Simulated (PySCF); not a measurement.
PySCF 2.14 output of an unrestricted PBE calculation on a single atom or ion in def2-QZVPPD (10s7p5d2f1g, 79 functions), with the non-relativistic Hamiltonian (point nucleus):

```
SCF conv_tol = 1e-09
number electrons alpha = 9  beta = 8
    J. P. Perdew, K. Burke, and M. Ernzerhof.,  Phys. Rev. Lett. 77, 3865 (1996)
    J. P. Perdew, K. Burke, and M. Ernzerhof.,  Phys. Rev. Lett. 78, 1396 (1997)
    J. P. Perdew, K. Burke, and M. Ernzerhof.,  Phys. Rev. Lett. 77, 3865 (1996)
    J. P. Perdew, K. Burke, and M. Ernzerhof.,  Phys. Rev. Lett. 78, 1396 (1997)
cycle= 1 E= -526.23767471942  delta_E= -0.0108  |g|= 0.0339  |ddm|= 0.119
cycle= 2 E= -526.237980274504  delta_E= -0.000306  |g|= 0.0252  |ddm|= 0.0437
cycle= 3 E= -526.238177891853  delta_E= -0.000198  |g|= 0.00237  |ddm|= 0.0147
cycle= 4 E= -526.238178326677  delta_E= -4.35e-07  |g|= 0.000193  |ddm|= 0.000937
cycle= 5 E= -526.238178346294  delta_E= -1.96e-08  |g|= 9.66e-06  |ddm|= 0.000255
cycle= 6 E= -526.238178346333  delta_E= -3.97e-11  |g|= 1.7e-07  |ddm|= 1.18e-05
converged SCF energy = -526.238178346333  <S^2> = 0.75112292  2S+1 = 2.0011226
```

The run itself started from symmetry-adapted Hartree-Fock orbitals and held the occupation by maximum overlap, on a logarithmic radial grid, so the iterations belong to that start.

Question: Which element, charge and spin multiplicity is this?

Answer: Ar⁺ (argon, charge +1), multiplicity 2; the state was [Ne] 3s1 3p6, 2S determinant (an excited configuration).
